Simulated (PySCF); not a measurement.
disiloxane cation (H6OSi2), SMILES [SiH3]O[SiH3] (connectivity only; charge and spin as stated), charge +1, multiplicity 2.

Geometry: PBE0-D3(BJ)/def2-SVP. A frequency run showed that this geometry is not a minimum. The spin state was assumed, not searched.

Computed with TDA-PBE/def2-SVPD (PySCF).

Vertical excitations. The molecule is in vacuum.

| state | energy (eV) | λ (nm) | f | main pairs |
|---|---|---|---|---|
| root 1 | 0.52 | 2376 | 0.002 | β HOMO→LUMO 99 % |
| root 2 | 1.60 | 775 | 0.000 | β HOMO−2→LUMO 98 % |
| root 3 | 2.66 | 467 | 0.394 | β HOMO−1→LUMO 96 % |
| root 4 | 3.06 | 406 | 0.006 | β HOMO−4→LUMO 99 % |
| root 5 | 3.68 | 337 | 0.000 | β HOMO−5→LUMO 97 % |
| root 6 | 3.92 | 317 | 0.002 | β HOMO−3→LUMO 93 % |
| root 7 | 5.58 | 222 | 0.051 | β HOMO−6→LUMO 96 % |
| root 8 | 6.49 | 191 | 0.000 | α HOMO→LUMO 32 %, β HOMO→LUMO+1 67 % |
| root 9 | 6.85 | 181 | 0.000 | α HOMO→LUMO 67 %, β HOMO→LUMO+1 32 % |
| root 10 | 6.95 | 178 | 0.002 | α HOMO−1→LUMO 99 % |
Unrestricted roots are not spin-pure.
